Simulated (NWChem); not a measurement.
Molecule: SiN$_{2}$H$_{4}$F$_{2}$; SMILES F[Si](N)(F)N

```xyz
9

N     -0.2432    -1.3648     0.9917
Si     0.0000     0.0000     0.0058
N      0.2432     1.3648     0.9917
F      1.2664    -0.0315    -0.9869
F     -1.2664     0.0315    -0.9869
H     -0.7083    -2.1875     0.6308
H      0.4121    -1.5880     1.7289
H      0.7083     2.1875     0.6308
H     -0.4121     1.5880     1.7289
```
Atoms are numbered in this order, from 1.

Results from NWChem. Geometry optimised at B3LYP/6-31G*; all other runs use it. Pople sets run with spherical d functions.

| quantity | level | value |
|---|---|---|
| isotropic polarisability (bohr³), static | PBE/def2-SVPD | 42.7 |
| solvation free energy (kcal/mol) in water | B3LYP/6-31G*, SMD | -4.7 |
| vertical, lowest state with f > 0.02, singlet (eV) | PBE/def2-SVPD, TDA | 6.21 |
| −ε(HOMO) (eV) | PBE/def2-SVP | 6.17 |
| dipole (D) | B3LYP/6-31G* | 2.32 |
| highest harmonic frequency (cm⁻¹) | B3LYP/6-31G* | 3680 |
